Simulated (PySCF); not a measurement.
Potential energy of InP along the bond

Set-up: basis In cc-pVTZ-PP with ECP28, P cc-pV(T+d)Z; scalar-relativistic core potentials; PySCF 2.14. Energies in eV from In + P in their ground configurations at the same level. All curves are PBE0. state 1: ³Σ⁻ (triplet), unpaired electrons π ↑↑; state 2: ³Π (triplet), unpaired electrons σ ↑, π ↑, a second solution, started from another occupation; state 3: Ms = 0 determinant of mixed spin (⟨S²⟩ near 1.0), unpaired electrons π ↑↓, a mixture of terms (⟨Lz²⟩ = 2.0), a second solution, started from another occupation; state 4: Ms = 0 determinant of mixed spin (⟨S²⟩ near 1.0), unpaired electrons σ ↓, π ↑, a second solution, started from another occupation.

```
R (Å)  state 1  state 2  state 3  state 4
2.285   -1.349   -1.647   -1.053   -1.471
2.391   -1.694   -1.754   -1.398   -1.564
2.498   -1.880   -1.747   -1.583   -1.542
2.577   -1.944   -1.693   -1.647   -1.477
2.657   -1.961   -1.611   -1.662   -1.386
2.737   -1.940   -1.511   -1.640   -1.277
2.843   -1.872   -1.359   -1.569   -1.115
2.976   -1.741   -1.157   -1.434   -0.900
3.135   -1.547   -0.915   -1.233   -0.642
3.348   -1.265   -0.637   -0.937   -0.318
```

Question: Put a parabola through the three lowest points of the state 1 curve and estimate Re, k and ωe (reduced mass 24.4 u; 1 eV/Å² = 0.16022 mdyn/Å; ωe = 1302.8·√(k/μ) cm⁻¹).

Answer: Through R = 2.577, 2.657, 2.737 Å the second-order coefficient is 2.97 eV/Å², so Re ≈ 2.653 Å, k ≈ 0.951 mdyn/Å and ωe ≈ 257 cm⁻¹. A polynomial fit of higher order to the unrounded PBE0 energies gives Re = 2.649 Å, k = 0.942 mdyn/Å, ωe = 256 cm⁻¹; anharmonicity and rounding make the difference.

The higher-order fit for each curve: state 1: Re = 2.649 Å, ωe = 256 cm⁻¹, De = 1.96 eV; state 2: Re = 2.434 Å, ωe = 303 cm⁻¹, minimum 1.76 eV below the ground-state fragments; state 3: Re = 2.646 Å, ωe = 258 cm⁻¹, minimum 1.66 eV below the ground-state fragments; state 4: Re = 2.418 Å, ωe = 315 cm⁻¹, minimum 1.57 eV below the ground-state fragments.

⟨S²⟩ of the unrestricted solution departs from its pure value on part of the curve, where spin states mix. These are scalar-relativistic numbers at best; spin–orbit coupling would shift them, the dissociation energy most. The state was picked by a PBE0 search and need not be the measured ground state.
